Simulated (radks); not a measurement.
Species: Cr3+. Configuration: [Ar] 3d3 (the NIST ground configuration). Calculated with a radial shooting solver on a logarithmic mesh with Libxc functionals: Dirac Kohn-Sham, PBE, spin-unpolarised, spherical densities, point nucleus; open shells fill j = l - 1/2 first.

Spin-orbit splittings of the eigenvalues, e(l+1/2) - e(l-1/2), with zeta = 2 splitting/(2l+1) and mean radii in bohr:

shell	occ.	splitting (eV)	zeta (eV)	<r> j=l-1/2	<r> j=l+1/2
2p	6	8.643	5.762	0.2579	0.2608
3p	6	1.070	0.7131	0.9330	0.9409
3d	3	0.1101	0.04405	1.106	1.109
4p	0	0.1383	0.09223	2.741	2.756
